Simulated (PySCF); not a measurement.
# Ne (neon, neutral) across methods

[Ne], closed-shell 1S. Calculation: PySCF 2.14, in def2-QZVPPD; the non-relativistic Hamiltonian (point nucleus). The B2PLYP total includes its PT2 part (frozen core); its orbital energies are those of the SCF part.

```json
{"method": "PBE", "E (hartree)": "-128.8656", "mean ε 1s (eV)": "-829.77", "mean ε 2s (eV)": "-36.273", "mean ε 2p (eV)": "-13.340", "Σ⟨r²⟩ (bohr²)": "9.832", "⟨S²⟩": "0.000"}
{"method": "PBEsol", "E (hartree)": "-128.5249", "mean ε 1s (eV)": "-827.30", "mean ε 2s (eV)": "-36.070", "mean ε 2p (eV)": "-13.278", "Σ⟨r²⟩ (bohr²)": "9.828", "⟨S²⟩": "0.000"}
{"method": "LDA", "E (hartree)": "-128.2324", "mean ε 1s (eV)": "-824.82", "mean ε 2s (eV)": "-35.991", "mean ε 2p (eV)": "-13.546", "Σ⟨r²⟩ (bohr²)": "9.849", "⟨S²⟩": "0.000"}
{"method": "B2PLYP", "E (hartree)": "-128.9320", "mean ε 1s (eV)": "-863.30", "mean ε 2s (eV)": "-45.013", "mean ε 2p (eV)": "-18.747", "Σ⟨r²⟩ (bohr²)": "9.572", "⟨S²⟩": "0.000"}
{"method": "B97-3", "E (hartree)": "-128.9471", "mean ε 1s (eV)": "-846.61", "mean ε 2s (eV)": "-40.899", "mean ε 2p (eV)": "-16.168", "Σ⟨r²⟩ (bohr²)": "9.615", "⟨S²⟩": "0.000"}
{"method": "UHF", "E (hartree)": "-128.54686", "mean ε 1s (eV)": "-891.78", "mean ε 2s (eV)": "-52.529", "mean ε 2p (eV)": "-23.142", "Σ⟨r²⟩ (bohr²)": "9.373", "⟨S²⟩": "0.000"}
{"method": "r2SCAN", "E (hartree)": "-128.9337", "mean ε 1s (eV)": "-836.74", "mean ε 2s (eV)": "-38.256", "mean ε 2p (eV)": "-13.978", "Σ⟨r²⟩ (bohr²)": "9.632", "⟨S²⟩": "0.000"}
{"method": "PBE0", "E (hartree)": "-128.8712", "mean ε 1s (eV)": "-845.31", "mean ε 2s (eV)": "-40.559", "mean ε 2p (eV)": "-15.992", "Σ⟨r²⟩ (bohr²)": "9.658", "⟨S²⟩": "0.000"}
{"method": "TPSSh", "E (hartree)": "-128.9711", "mean ε 1s (eV)": "-840.15", "mean ε 2s (eV)": "-38.731", "mean ε 2p (eV)": "-14.542", "Σ⟨r²⟩ (bohr²)": "9.689", "⟨S²⟩": "0.000"}
```
